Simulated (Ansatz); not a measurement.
Consider the formal exchange of groups at a B–O bond: `BOB[SiH3]` + `B[SiH2]O` → `B[SiH](B)O` + `OB[SiH3]`.

Computed with Ansatz on PBE0-D4/def2-TZVP structures; ΔE is electronic, products minus reactants. CCSD(T)/CBS adds triple-zeta CCSD(T) − MP2 to the extrapolated MP2 energy (def2 sets, frozen cores). Functionals use def2-TZVPP. Each species was taken in one conformer, which may not be the lowest.

CCSD(T)/CBS gives +126.3 kJ/mol.

Question: Another level gave +132.9 kJ/mol. Which?
A. BLYP-D4/def2-TZVPP
B. revPBE/def2-TZVPP
C. CAM-B3LYP-D4/def2-TZVPP
D. PBE-QIDH/def2-TZVPP

Answer: C. CAM-B3LYP-D4 132.9, PBE-QIDH 125.7, BLYP-D4 120.1, revPBE 105.3 kJ/mol.

Largest T1 diagnostic among the species: 0.014.

From r2SCAN to r2SCAN0 (25 % exact exchange), in def2-TZVPP and without D4, ΔE moves by +6.1 kJ/mol. At CCSD(T), def2-SVP lies +10.2 kJ/mol from the extrapolated value and def2-TZVPP +0.3 kJ/mol. In def2-TZVPP, CCSD(T) changes the Hartree–Fock value by −23.7 kJ/mol (the triples alone add −2.4 kJ/mol) and MP2 by −16.8 kJ/mol.
